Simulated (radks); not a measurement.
Initial-state core-level shifts of the argon ion Ar+ when its valence configuration changes from [Ne] 3s2 3p5. Method: non-relativistic Kohn-Sham, PBE, spin-polarised, spherical densities, point nucleus; open shells are filled with parallel spins first; computed with a radial shooting solver on a logarithmic mesh with Libxc functionals. Shifts are changes of the shell-averaged eigenvalues in eV (positive: less bound); the change of the density at the nucleus, which sets a Mossbauer isomer shift, is in e/bohr^3, on a base of 3848.

| valence | 1s | 2s | 2p | density at nucleus |
|---|---|---|---|---|
| 3s1 3p6 | -1.203 | -1.223 | -1.200 | -15.6388 |
| 3s1.5 3p5.5 | -0.604 | -0.614 | -0.602 | -7.8017 |
